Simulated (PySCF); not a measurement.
C$_{4}$H$_{10}$BrGa (SMILES C[CH2][Ga]([Br])[CH2]C), singlet, geometry from GFN2-xTB (such geometries of metal compounds can be far from the true shape), atoms displaced at random by about 0.03 Å a coordinate; B3LYP/STO-3G, gradient (PySCF).

Here is a job for PySCF.
```python
from pyscf import gto, scf, dft

mol = gto.Mole()
mol.atom = '''
    Ga   -0.100821    0.125319   -0.488133
    Br    0.042515   -0.155775    1.816527
    C     1.114666   -1.148099   -1.572462
    C     1.940620   -2.088441   -0.672936
    H     1.781849   -0.579119   -2.139323
    H     0.439632   -1.747687   -2.225212
    H     1.175428   -2.751451   -0.064991
    H     2.536437   -1.467559    0.045843
    H     2.491979   -2.792019   -1.268065
    C    -1.455749    1.657339   -0.997623
    C    -1.499927    1.829916   -2.554746
    H    -1.054212    2.619238   -0.565343
    H    -2.361246    1.409070   -0.598892
    H    -1.843355    0.848148   -3.026262
    H    -0.512266    2.002536   -2.975182
    H    -2.213617    2.662911   -2.837797
'''
mol.basis = 'sto-3g'
mol.charge = 0
mol.spin = 0
mol.verbose = 4
mol.build()

mf = dft.RKS(mol)
mf.xc = 'b3lyp'
mf.kernel()
g = mf.nuc_grad_method()
grad = g.kernel()
```

Output, abridged:

```
PySCF version 2.14.0

[INPUT] verbose = 4
[INPUT] num. atoms = 16
[INPUT] num. electrons = 100
[INPUT] charge = 0
[INPUT] spin (= nelec alpha-beta = 2S) = 0
[INPUT] symmetry False subgroup None
[INPUT] Mole.unit = angstrom
[INPUT] Symbol           X                Y                Z      unit          X                Y                Z       unit  Magmom
[...]
nuclear repulsion = 721.205744460031
number of shells = 38
number of NR pGTOs = 198
number of NR cGTOs = 66
basis = sto-3g
ecp = {}

******** <class 'pyscf.dft.rks.RKS'> ********
method = RKS
initial guess = minao
damping factor = 0
level_shift factor = 0
DIIS = <class 'pyscf.scf.diis.CDIIS'>
diis_start_cycle = 1
diis_space = 8
diis_damp = 0
SCF conv_tol = 1e-09
SCF conv_tol_grad = None
SCF max_cycles = 50
direct_scf = True
direct_scf_tol = 1e-13
XC library pyscf.dft.libxc version 7.1.2
    S. Lehtola, C. Steigemann, M. J. T. Oliveira, and M. A. L. Marques,  SoftwareX 7, 1–5 (2018)
XC functionals = b3lyp
    P. J. Stephens, F. J. Devlin, C. F. Chabalowski, and M. J. Frisch,  J. Phys. Chem. 98, 11623 (1994)
radial grids:
    Treutler-Ahlrichs [JCP 102, 346 (1995); DOI:10.1063/1.469408] (M4) radial grids

becke partition: Becke, JCP 88, 2547 (1988); DOI:10.1063/1.454033
pruning grids: <function nwchem_prune>
grids dens level: 3
symmetrized grids: False
atomic radii adjust function: <function treutler_atomic_radii_adjust>
small_rho_cutoff = 0
Set gradient conv threshold to 3.16228e-05
Initial guess from minao.
tot grids = 195880
init E= -4599.06812347897
[...]
cycle= 1 E= -4604.54934086444  delta_E= -5.48  |g|= 0.566  |ddm|= 4.54
[...]
cycle= 2 E= -4567.90727327865  delta_E= 36.6  |g|= 9.48  |ddm|= 10.2
[...]
cycle= 3 E= -4599.4532485967  delta_E= -31.5  |g|= 4.44  |ddm|= 7.95
[...]
cycle= 4 E= -4600.07567737377  delta_E= -0.622  |g|= 4.19  |ddm|= 0.418
[...]
cycle= 5 E= -4601.07224237579  delta_E= -0.997  |g|= 3.65  |ddm|= 0.735
[...]
cycle= 6 E= -4602.66810522777  delta_E= -1.6  |g|= 2.44  |ddm|= 1.75
[...]
cycle= 7 E= -4604.73314618993  delta_E= -2.07  |g|= 0.333  |ddm|= 3.58
[...]
cycle= 8 E= -4604.75353474322  delta_E= -0.0204  |g|= 0.358  |ddm|= 1.43
[...]
cycle= 9 E= -4604.76121004501  delta_E= -0.00768  |g|= 0.331  |ddm|= 0.257
[...]
cycle= 10 E= -4604.77537238382  delta_E= -0.0142  |g|= 0.246  |ddm|= 0.175
[...]
cycle= 11 E= -4604.79420845625  delta_E= -0.0188  |g|= 0.0607  |ddm|= 0.341
[...]
cycle= 12 E= -4604.79569205057  delta_E= -0.00148  |g|= 0.0103  |ddm|= 0.136
[...]
cycle= 13 E= -4604.79587533803  delta_E= -0.000183  |g|= 0.005  |ddm|= 0.0682
[...]
cycle= 14 E= -4604.79606562089  delta_E= -0.00019  |g|= 0.00642  |ddm|= 0.0866
[...]
cycle= 15 E= -4604.79624134473  delta_E= -0.000176  |g|= 0.00733  |ddm|= 0.0823
[...]
cycle= 16 E= -4604.7964207905  delta_E= -0.000179  |g|= 0.00836  |ddm|= 0.0872
[...]
cycle= 17 E= -4604.79657624058  delta_E= -0.000155  |g|= 0.00515  |ddm|= 0.0699
[...]
cycle= 18 E= -4604.79680162757  delta_E= -0.000225  |g|= 0.0108  |ddm|= 0.14
[...]
cycle= 19 E= -4604.79698574422  delta_E= -0.000184  |g|= 0.00419  |ddm|= 0.114
[...]
cycle= 20 E= -4604.79693491288  delta_E= 5.08e-05  |g|= 0.0242  |ddm|= 0.265
[...]
cycle= 21 E= -4604.79691562217  delta_E= 1.93e-05  |g|= 0.025  |ddm|= 0.00815
[...]
cycle= 22 E= -4604.79690412394  delta_E= 1.15e-05  |g|= 0.0249  |ddm|= 0.0289
[...]
cycle= 23 E= -4604.7971309805  delta_E= -0.000227  |g|= 0.0109  |ddm|= 0.0629
[...]
cycle= 24 E= -4604.79714013283  delta_E= -9.15e-06  |g|= 0.00892  |ddm|= 0.0439
[...]
cycle= 25 E= -4604.79717957495  delta_E= -3.94e-05  |g|= 0.00191  |ddm|= 0.0255
[...]
cycle= 26 E= -4604.79718371855  delta_E= -4.14e-06  |g|= 0.00044  |ddm|= 0.0237
[...]
cycle= 27 E= -4604.79718410549  delta_E= -3.87e-07  |g|= 0.000155  |ddm|= 0.00429
[...]
cycle= 28 E= -4604.79718435206  delta_E= -2.47e-07  |g|= 0.000123  |ddm|= 0.00668
[...]
cycle= 29 E= -4604.79718444803  delta_E= -9.6e-08  |g|= 0.000111  |ddm|= 0.00313
[...]
cycle= 30 E= -4604.79718447978  delta_E= -3.17e-08  |g|= 7.97e-05  |ddm|= 0.00111
[...]
cycle= 31 E= -4604.7971845225  delta_E= -4.27e-08  |g|= 5e-05  |ddm|= 0.0015
[...]
cycle= 32 E= -4604.79718456445  delta_E= -4.19e-08  |g|= 4.74e-05  |ddm|= 0.00149
[...]
cycle= 33 E= -4604.79718458621  delta_E= -2.18e-08  |g|= 4.7e-05  |ddm|= 0.00077
[...]
cycle= 34 E= -4604.79718465941  delta_E= -7.32e-08  |g|= 4.91e-05  |ddm|= 0.00261
[...]
cycle= 35 E= -4604.79718484417  delta_E= -1.85e-07  |g|= 5.04e-05  |ddm|= 0.00673
[...]
cycle= 36 E= -4604.79718535538  delta_E= -5.11e-07  |g|= 0.000122  |ddm|= 0.0202
[...]
cycle= 37 E= -4604.79718503289  delta_E= 3.22e-07  |g|= 5.82e-05  |ddm|= 0.013
[...]
cycle= 38 E= -4604.797184454  delta_E= 5.79e-07  |g|= 0.00224  |ddm|= 0.105
[...]
cycle= 39 E= -4604.7971860904  delta_E= -1.64e-06  |g|= 0.000566  |ddm|= 0.0502
[...]
cycle= 40 E= -4604.79718426853  delta_E= 1.82e-06  |g|= 0.000115  |ddm|= 0.0824
[...]
cycle= 41 E= -4604.79718512664  delta_E= -8.58e-07  |g|= 4.77e-05  |ddm|= 0.0308
[...]
cycle= 42 E= -4604.7971848235  delta_E= 3.03e-07  |g|= 0.00206  |ddm|= 0.0989
[...]
cycle= 43 E= -4604.79718491605  delta_E= -9.26e-08  |g|= 0.00203  |ddm|= 0.00118
[...]
cycle= 44 E= -4604.79718486947  delta_E= 4.66e-08  |g|= 0.00205  |ddm|= 0.001
[...]
cycle= 45 E= -4604.79718461274  delta_E= 2.57e-07  |g|= 0.00219  |ddm|= 0.00268
[...]
cycle= 46 E= -4604.7971707807  delta_E= 1.38e-05  |g|= 0.00579  |ddm|= 0.0725
[...]
cycle= 47 E= -4604.79718007177  delta_E= -9.29e-06  |g|= 0.00381  |ddm|= 0.0295
[...]
cycle= 48 E= -4604.79717982605  delta_E= 2.46e-07  |g|= 0.00388  |ddm|= 0.0012
[...]
cycle= 49 E= -4604.79718563881  delta_E= -5.81e-06  |g|= 0.000164  |ddm|= 0.126
[...]
cycle= 50 E= -4604.79718552162  delta_E= 1.17e-07  |g|= 8.95e-05  |ddm|= 0.00571
SCF not converged.
SCF energy = -4604.79718552162

WARN: Ground state RKS not converged

******** <class 'pyscf.grad.rks.Gradients'> for <class 'pyscf.dft.rks.RKS'> ********
unit = Eh/Bohr
grid_response = False
--------------- RKS gradients ---------------
         x                y                z
0 Ga     0.0027259673    -0.0034796044     0.0068741759
1 Br     0.0018040277    -0.0046976868     0.0369598535
2 C     0.0709094945    -0.0068108304    -0.0541666333
3 C     0.0562063656     0.0137015484    -0.0511555972
4 H    -0.0261337383    -0.0285188525     0.0348171933
5 H    -0.0103795528    -0.0072587024    -0.0001012838
6 H    -0.0367780360    -0.0287349220     0.0185445520
7 H    -0.0002285400     0.0188488147     0.0109860782
8 H    -0.0242356858     0.0091290106     0.0096016151
9 C    -0.1255624551     0.0063955079     0.0194329653
10 C     0.0355596683     0.0239241060     0.0048687540
11 H     0.0124397674     0.0170574829     0.0005283835
12 H     0.0701291333     0.0115298333    -0.0286228161
13 H    -0.0015446024    -0.0274880419    -0.0091043320
14 H    -0.0095095587    -0.0100354801     0.0016838946
15 H    -0.0153552289     0.0164837934    -0.0011098715
----------------------------------------------
```

The run did not converge; its last values are not results.
